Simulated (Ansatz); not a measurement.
A nudged elastic band was laid between two geometries of BClGeH5NO (10 atoms, charge 0, multiplicity 1).

Level of theory: Ansatz 0.2.0, RKS LDA/def2-SVP.

```yaml
movable_images: 5
climbing_image: yes
spring: 5.0 eV/Å²
optimiser: quadratic models (default)
start_path: IDPP
force_threshold: 0.03 eV/Å
iteration_limit: 60
end_points: relaxed
```

Image 0:

```xyz
10
Properties=species:S:1:pos:R:3
N -0.408 1.208 0.960
B -0.963 -0.068 0.781
Cl -2.336 -0.535 1.806
O -0.526 -0.981 -0.121
Ge 0.915 -0.815 -1.156
H 0.340 1.581 0.370
H -0.785 1.867 1.643
H 0.669 -1.745 -2.355
H 2.150 -1.232 -0.330
H 1.028 0.669 -1.597
```

Image 6:

```xyz
10
Properties=species:S:1:pos:R:3
N -1.971 0.820 0.536
B -0.647 0.386 0.457
Cl 0.427 0.659 1.869
O -0.155 -0.227 -0.643
Ge 1.538 -0.799 -0.782
H -2.618 0.686 -0.244
H -2.356 1.284 1.358
H 1.577 -1.406 -2.197
H 1.799 -1.863 0.303
H 2.488 0.409 -0.654
```

What changes between the two ends?

No bond is made or broken. The dihedral Cl3–B2–O4–Ge5 goes from -174 to 0°.

Give the energies along the band, and the barrier.

It converged. The highest image is number 2 of 0 to 6, 0.097 eV above the first end and 0.252 eV above the last; the last end lies 0.155 eV below the first. A vibrational analysis at the climbing image gives one clearly imaginary mode, 68i cm⁻¹: a first-order saddle point.

```tsv
image	path coordinate (Å)	energy (eV)	dihedral Cl3–B2–O4–Ge5 (°)
0	0.00	0.000	-174
1	1.31	0.020	-162
2	2.61	0.097	-103
3	3.59	0.025	-61
4	4.56	-0.083	-23
5	5.53	-0.123	-9
6	6.51	-0.155	0
```

What is the geometry of the highest image?


```xyz
10
Properties=species:S:1:pos:R:3
N -1.024 1.431 0.672
B -0.841 0.048 0.757
Cl -1.169 -0.738 2.325
O -0.448 -0.712 -0.294
Ge 1.147 -0.955 -1.030
H -0.894 1.939 -0.205
H -1.351 1.992 1.460
H 0.880 -1.784 -2.298
H 2.042 -1.706 -0.019
H 1.741 0.435 -1.367
```

What are the harmonic wavenumbers there?

68i, 40, 73, 284, 356, 443, 526, 540, 587, 611, 652, 695, 820, 826, 836, 925, 1213, 1406, 1536, 2080, 2103, 2137, 3519, 3636 cm⁻¹.

Run time: 72 s on 2 threads of Intel(R) Xeon(R) Platinum 8488C (Sapphire Rapids) (shared host), peak memory 0.18 GiB.
